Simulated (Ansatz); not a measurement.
`C=C(N)I` and `C=C(N)CN` differ in one atom or group.

Ansatz, PBE0-D4/def2-TZVP geometries, multiplicity 1. Each molecule was computed in one conformer, which needn't be the lowest.

Elements past krypton have def2 core potentials.  Spin–orbit coupling is left out; it splits and shifts lone-pair levels of the heavy atoms by tenths of an eV.

```csv
property,`C=C(N)I`
LUMO energy (ωB97M-V/def2-TZVPP) / eV,1.17
LUMO energy (PBE0/def2-TZVPP) / eV,-0.79
size of the dipole moment (PBE/def2-TZVPP) / D,2.02
LUMO energy (B3LYP/def2-TZVPP) / eV,-1.05
size of the dipole moment (ωB97M-V/def2-TZVPP) / D,1.95
LUMO energy (PBE/def2-TZVPP) / eV,-1.70
```

Question: Give the same properties after the change, and the shifts. (Best estimate.)

Answer: The calculation gave: 
```tsv
property	`C=C(N)CN`	shift
LUMO energy (ωB97M-V/def2-TZVPP) / eV	2.26	1.09
LUMO energy (PBE0/def2-TZVPP) / eV	0.75	1.54
size of the dipole moment (PBE/def2-TZVPP) / D	1.67	-0.35
LUMO energy (B3LYP/def2-TZVPP) / eV	0.43	1.48
size of the dipole moment (ωB97M-V/def2-TZVPP) / D	1.69	-0.26
LUMO energy (PBE/def2-TZVPP) / eV	-0.14	1.56
```

With PBE0 the HOMO rises by 0.61 eV and the LUMO rises by 1.54 eV, so the gap widens by about 0.93 eV. PBE moves the HOMO by 0.63 eV and ωB97M-V by 0.55 eV. The zero-point energy changes by 149.9 kJ/mol with +15 modes. Dipoles are sizes alone; their direction can turn.

B3LYP here is the variant with VWN-RPA as its local correlation; programs differ in this.
